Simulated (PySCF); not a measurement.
Isomers of C3H4F3N, one GFN2-xTB conformer each. Single-point energies are computed at PBE0/pcSseg-1 (PySCF, gas phase, no added dispersion term), electronic only.

```csv
SMILES,GFN2-xTB relative energy (kJ/mol)
[H]/N=C(\C)C(F)(F)F,0.0
C/N=C/C(F)(F)F,4.8
```

What does PBE0/pcSseg-1 give for the same structures?

```
             SMILES  PBE0/pcSseg-1 E (Eh)  PBE0/pcSseg-1 (kJ/mol)  GFN2-xTB (kJ/mol)  point group
[H]/N=C(\C)C(F)(F)F            -470.47796                     0.0                0.0           Cs
     C/N=C/C(F)(F)F            -470.46499                    34.1                4.8           C1
```

Both levels put the same isomer lowest. As drawn, the lower has an N–H bond, which the higher lacks.

Which frontier levels, dipoles and rotational constants go with these structures?

| SMILES | HOMO (eV, PBE0/pcSseg-1) | LUMO (eV) | dipole (D) | A, B, C (MHz) |
| --- | --- | --- | --- | --- |
| [H]/N=C(\C)C(F)(F)F | -8.23 | -0.86 | 3.55 | 3640, 2488, 2014 |
| C/N=C/C(F)(F)F | -8.05 | -1.11 | 3.34 | 5301, 1556, 1535 |
